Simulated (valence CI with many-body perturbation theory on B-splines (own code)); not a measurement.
E1 line list for Ru5+

Level of theory: relativistic CI+MBPT: three valence electrons over a frozen Dirac-Fock core [Kr], radial functions for each j: 9 s, 9 p, 10 d, 8 f, 5 g, 3 h, 1 i, with the one-electron correlation potential Σ1, the two-electron term Σ2, the three-electron term Σ3, Breit, model QED; selected CI, second order for the rest, scaled by the run's own slope (own B-spline code, finite nucleus).

No measured levels were compared; by estimate terms of the open shell hold to 2 to 4 % of their energy, and close levels can change places; different configurations can be misplaced against each other by 1,000 to 8,000 cm⁻¹. Core correlation moves these levels by up to 17000 cm⁻¹, and in measured spectra 5 to 20 % of such shifts remained as error; rates that hang on mixing are uncertain with them.

Lines 201 to 250 of 267 in falling wavelength, among levels below 31.238 eV, chosen from the strongest by gf and those to the six lowest levels. Wavelengths and rates use the calculated energies, so an error of 2000 cm⁻¹ moves a line at 43.80 nm by 0.88 % and its rate by three times that or more. Electric multipoles are in the length gauge, E1 and E2 with the static RPA response of the core. Weak lines are less certain than strong ones. Lines between different terms over intervals too small for the method are left out, as are lines whose strength nearly cancels. Where a level lies close to another of its J and parity, the split of strength between their lines is uncertain. The highest levels of a list are the least certain.

Names give the largest LS component (configuration and term), which can be under half, so a name can repeat, a term be missing and a line seem to break the LS rules; names also repeat where a configuration has a term twice. Letters in brackets count levels of one name in rising energy.

```tsv
λ vac (nm)	Upper	Lower	A (s⁻¹)	log gf	Branch %
43.80	4d2 5p 2D°_3/2 [a]	4d3 4F_3/2	2.76e+08	-1.50	3.3
43.78	4d2 5p 2G°_7/2 [a]	4d3 4F_9/2	1.33e+09	-0.51	17.6
43.77	4d2 5p 2F°_7/2	4d3 4F_5/2	6.03e+05	-3.86	0.0
43.72	4d2 5p 2G°_7/2 [b]	4d3 4F_9/2	2.71e+09	-0.21	28.8
43.71	4d2 5p 4D°_1/2 [a]	4d3 4F_3/2	9.04e+09	-0.29	72.6
43.69	4d2 5p 2D°_5/2 [b]	4d3 4P_5/2	1.84e+09	-0.50	28.6
43.67	4d2 5p 4D°_3/2 [a]	4d3 4F_5/2	4.68e+09	-0.27	46.8
43.63	4d2 5p 4P°_3/2	4d3 4P_5/2	1.60e+09	-0.74	25.9
43.57	4d2 5p 2D°_5/2 [a]	4d3 4F_7/2	8.01e+08	-0.86	11.4
43.55	4d2 5p 4D°_5/2 [a]	4d3 4F_5/2	3.10e+08	-1.28	3.0
43.53	4d2 5p 2H°_11/2	4d3 2H_11/2	3.54e+09	0.08	71.7
43.49	4d2 5p 4D°_7/2 [b]	4d3 2G_9/2	1.23e+09	-0.55	14.2
43.44	4d2 5p 2D°_3/2 [b]	4d3 4P_1/2	2.89e+08	-1.49	4.1
43.42	4d2 5p 2D°_3/2 [b]	4d3 4P_3/2	8.05e+07	-2.04	1.1
43.42	4d2 5p 2G°_7/2 [a]	4d3 4F_7/2	2.99e+08	-1.17	4.0
43.39	4d2 5p 4D°_3/2 [a]	4d3 4F_3/2	1.57e+09	-0.75	15.8
43.32	4d2 5p 4P°_1/2	4d3 4P_1/2	3.81e+08	-1.67	5.9
43.30	4d2 5p 4P°_1/2	4d3 4P_3/2	1.48e+09	-1.08	22.9
43.27	4d2 5p 4D°_5/2 [a]	4d3 4F_3/2	2.63e+06	-3.35	0.0
43.23	4d2 5p 2D°_5/2 [a]	4d3 4F_5/2	4.57e+08	-1.11	6.5
43.23	4d2 5p 2D°_5/2 [b]	4d3 4P_3/2	2.99e+08	-1.30	4.6
43.19	4d2 5p 2G°_9/2 [a]	4d3 4F_9/2	6.00e+08	-0.78	7.1
43.19	4d2 5p 4P°_3/2	4d3 4P_1/2	5.72e+08	-1.19	9.3
43.17	4d2 5p 4P°_3/2	4d3 4P_3/2	7.14e+07	-2.10	1.2
43.13	4d2 5p 2S°_1/2	4d3 4F_3/2	1.16e+08	-2.19	1.6
43.11	4d2 5p 4P°_5/2	4d3 4P_5/2	1.24e+09	-0.68	16.3
43.08	4d2 5p 2G°_7/2 [a]	4d3 4F_5/2	3.24e+07	-2.14	0.4
43.03	4d2 5p 2G°_7/2 [b]	4d3 4F_5/2	5.88e+07	-1.88	0.6
42.96	4d2 5p 2D°_5/2 [a]	4d3 4F_3/2	7.62e+07	-1.90	1.1
42.84	4d2 5p 2G°_9/2 [a]	4d3 4F_7/2	1.33e+08	-1.44	1.6
42.78	4d2 5p 4S°_3/2	4d3 4F_5/2	8.68e+07	-2.02	0.8
42.66	4d2 5p 4P°_5/2	4d3 4P_3/2	2.17e+08	-1.45	2.8
42.51	4d2 5p 4S°_3/2	4d3 4F_3/2	3.52e+07	-2.42	0.3
42.42	4d2 5p 2G°_7/2 [c]	4d3 4F_9/2	6.36e+07	-1.86	0.5
42.26	4d2 5p 2D°_3/2 [c]	4d3 4P_1/2	4.85e+06	-3.28	0.0
42.24	4d2 5p 2D°_3/2 [c]	4d3 4P_3/2	9.23e+06	-3.01	0.1
42.15	4d2 5p 2P°_3/2	4d3 4F_5/2	9.59e+06	-2.99	0.1
42.08	4d2 5p 2G°_9/2 [b]	4d3 4F_9/2	1.81e+07	-2.32	0.1
42.08	4d2 5p 2G°_7/2 [c]	4d3 4F_7/2	2.04e+07	-2.36	0.2
42.04	4d2 5p 2F°_5/2 [b]	4d3 4F_5/2	3.73e+06	-3.23	0.0
41.99	4d2 5p 4D°_1/2 [b]	4d3 4F_3/2	9.03e+08	-1.32	22.9
41.92	4d2 5p 4D°_3/2 [b]	4d3 4F_5/2	7.83e+08	-1.08	15.6
41.89	4d2 5p 2P°_3/2	4d3 4F_3/2	1.98e+06	-3.68	0.0
41.88	4d2 5p 4D°_7/2 [a]	4d3 4F_9/2	7.92e+08	-0.78	8.4
41.83	4d2 5p 4D°_5/2 [b]	4d3 4F_7/2	8.26e+08	-0.89	16.2
41.77	4d2 5p 2G°_7/2 [c]	4d3 4F_5/2	1.14e+06	-3.62	0.0
41.75	4d2 5p 2G°_9/2 [b]	4d3 4F_7/2	1.59e+06	-3.38	0.0
41.67	4d2 5p 4D°_3/2 [b]	4d3 4F_3/2	2.08e+08	-1.67	4.1
41.54	4d2 5p 4D°_7/2 [a]	4d3 4F_7/2	1.24e+08	-1.59	1.3
41.52	4d2 5p 4D°_5/2 [b]	4d3 4F_5/2	1.99e+08	-1.51	3.9
```
